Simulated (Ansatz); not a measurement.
H4BN, charge +1, doublet, geometry from GFN2-xTB of the parent state (a state made from the parent by changing its charge; the spin is typed, not shown lowest); SVWN5/3-21G (Ansatz, a program for electronic structure).

Ansatz was given this input:
Ansatz 0.2 input:
```yaml
crystal:
  periodic: [false, false, false]
  atoms:
    - {symbol: B, position_ang: [-0.77307193, 0.03810398, -0.00610888]}
    - {symbol: N, position_ang: [0.60276472, -0.02970970, 0.00476310]}
    - {symbol: H, position_ang: [-1.38946287, -0.95786383, -0.02622734]}
    - {symbol: H, position_ang: [-1.28877919, 1.08987185, 0.00506365]}
    - {symbol: H, position_ang: [1.20319210, 0.77796860, 0.02194645]}
    - {symbol: H, position_ang: [1.12105659, -0.89252861, -0.00358004]}
basis:
  gaussian:
    orbitals: 3-21G.json
hamiltonian:
  xc: {name: SVWN5}
total_charge: 1
magnetization: {spin_polarized: true, initial_magnetization: 1}
```
The basis file holds 3-21G in the JSON format of the Basis Set Exchange.

Problem. What does Ansatz print? Leave out banner, timings and long lists.

Solution. 
```
Functional definition: SVWN5
332 factors; integrals over basis functions are off by at most 7.9e-4 eV
mean field evaluation 1: about -2173.6377 eV, gradient 6.1e1 eV
mean field evaluation 2: about -2139.9152 eV, gradient 8.8e1 eV
mean field evaluation 4: about -2184.5445 eV, gradient 2.1e1 eV
mean field evaluation 8: about -2186.2466 eV, gradient 1.5e1 eV
mean field evaluation 16: about -2187.7746 eV, gradient 8.3e-2 eV
mean field evaluation 32: about -2185.3388 eV, gradient 1.8e1 eV
mean field -2187.77470548 eV, -80.3992374994 hartree, gradient 8.4e-6 eV, S^2 0.752232; 7 other end points of the search recorded, 0 dependent functions left out
reference -2187.77472111 eV, -80.3992380738 hartree; 8, 7 occupied and 18, 19 virtual orbitals, 332 factors
Total energy: -2187.77472111 eV, -80.3992380738 hartree
```
